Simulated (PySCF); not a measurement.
Molecule: SMILES FC(F)(F)[SiH](C(F)(F)F)C(F)(F)F (C3HF9Si), singlet. Atoms near the plane z = 0.0 Å, at the B3LYP/def2-SVP optimised geometry (x, y, z in Å): Si1 (-1.0, -0.1, 0.0), C10 (1.0, -0.1, 0.0), F12 (1.5, -1.3, 0.3), F13 (1.4, 0.8, 0.9), H14 (-1.5, 1.3, 0.0).

Calculation: B3LYP/def2-TZVP (PySCF). Cells within 0.4 Å of a nucleus heavier than hydrogen are left out (blank, or x). The values are rescaled to run from 0 to 1.

```
|2222222222222222222222222222222|
|2222222222222222222222222222222|
|2222222222222222222222222222222|
|2222222222222222222222222222222|
|2222222222222222222222222222222|
|2222222222222222222222222222222|
|2222222222222222222222222222222|
|2222222111222222222222222222222|
|2222222222222222222222222222222|
|2222222246432222222222222222222|
|2222222368643221111112222222222|
|2222222467643221111111122222222|
|2222222356542222211011112222222|
|2222222234432223321001111222222|
|2222211122xx1235554xx0011122222|
|2222111111xxx34689xxx0001122222|
|2222111111xxx34689xxx1001122222|
|22221111111x1234553x43111222222|
|2222111112111123322354322222222|
|2222111112111112212332222222222|
|222221111111111111221xx42222222|
|222221111111111112224xx42222222|
|2222221111111112222245322222222|
|2222222221112222222222222222222|
|2222222222222222222222222222222|
|2222222222222222222222222222222|
|2222222222222222222222222222222|
|2222222222222222222222222222222|
|2222222222222222222222222222222|
|2222222222222222222222222222222|
|2222222222222222222222222222222|
```
Scale: ten equal steps from 0.000 (start of '0') to 1.00 (end of '9'), in the order '0123456789'; x runs from -3.50 to 3.50, y from -3.50 (bottom) to 3.50 (top).

Q: Which quantity is mapped?
(A) log10 of the electron density
(B) an orbital amplitude
(C) electron localisation function
(D) deformation density (molecule minus spherical neutral atoms)

A: D, deformation density (molecule minus spherical neutral atoms). In full: deformation density (molecule minus spherical neutral atoms) (e/bohr³).
